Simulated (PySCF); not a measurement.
Electron correlation in Cu (copper, neutral)

[Ar] 3d9 4s2, 2D determinant (an excited configuration). Computed with PySCF 2.14 in aug-cc-pVTZ-PP with ECP10MDF (6s6p5d3f2g, 88 functions), with scalar relativity through the core potential. Frozen: 3s2 3p6; 11 electrons correlated.

```tsv
level	correlation energy (mhartree)
CCSD	-411.96
(T)	-16.29
CCSD(T)	-428.25
```

Diagnostics: T1 = 0.022, D1 = 0.0627, largest double amplitude 0.059.

Cost of the coupled-cluster step: of the order of 60 core-seconds, for 11 correlated electrons.

Iterations:

```
CC2 = 0
CCSD nocc = (np.int64(6), np.int64(5)), nmo = (84, 84)
frozen orbitals [[0, 1, 2, 3], [0, 1, 2, 3]]
max_cycle = 100
direct = 0
conv_tol = 1e-08
conv_tol_normt = 1e-06
diis_space = 8
diis_start_cycle = 0
Init t2, MP2 energy = -0.43795743571375
Init E_corr(UCCSD) = -0.437957435725699
cycle = 1  E_corr(UCCSD) = -0.39578438794501  dE = 0.0421730478  norm(t1,t2) = 0.0990526
cycle = 2  E_corr(UCCSD) = -0.412575621044472  dE = -0.0167912331  norm(t1,t2) = 0.037949
cycle = 3  E_corr(UCCSD) = -0.410313062808787  dE = 0.00226255824  norm(t1,t2) = 0.0207458
cycle = 4  E_corr(UCCSD) = -0.411637222065131  dE = -0.00132415926  norm(t1,t2) = 0.00782891
cycle = 5  E_corr(UCCSD) = -0.411947132263803  dE = -0.000309910199  norm(t1,t2) = 0.00131305
cycle = 6  E_corr(UCCSD) = -0.411979360629309  dE = -3.22283655e-05  norm(t1,t2) = 0.000603305
cycle = 7  E_corr(UCCSD) = -0.411951981817639  dE = 2.73788117e-05  norm(t1,t2) = 0.00030475
cycle = 8  E_corr(UCCSD) = -0.411963713536986  dE = -1.17317193e-05  norm(t1,t2) = 0.000130538
cycle = 9  E_corr(UCCSD) = -0.411964448691528  dE = -7.35154542e-07  norm(t1,t2) = 5.54849e-05
cycle = 10  E_corr(UCCSD) = -0.411962481558755  dE = 1.96713277e-06  norm(t1,t2) = 3.18719e-05
cycle = 11  E_corr(UCCSD) = -0.411962800529609  dE = -3.18970854e-07  norm(t1,t2) = 1.81613e-05
cycle = 12  E_corr(UCCSD) = -0.411963117246806  dE = -3.16717197e-07  norm(t1,t2) = 6.6155e-06
cycle = 13  E_corr(UCCSD) = -0.411962825190368  dE = 2.92056438e-07  norm(t1,t2) = 3.72928e-06
cycle = 14  E_corr(UCCSD) = -0.411963016291614  dE = -1.91101246e-07  norm(t1,t2) = 1.65756e-06
cycle = 15  E_corr(UCCSD) = -0.41196298580133  dE = 3.04902841e-08  norm(t1,t2) = 6.35341e-07
cycle = 16  E_corr(UCCSD) = -0.411962974550221  dE = 1.12511089e-08  norm(t1,t2) = 2.96857e-07
cycle = 17  E_corr(UCCSD) = -0.411962995463926  dE = -2.09137045e-08  norm(t1,t2) = 1.38525e-07
cycle = 18  E_corr(UCCSD) = -0.411962993789662  dE = 1.67426323e-09  norm(t1,t2) = 6.55022e-08
UCCSD converged
E(UCCSD) = -196.5974194786073  E_corr = -0.4119629937896624
UCCSD(T) correction = -0.0162899504375197
```
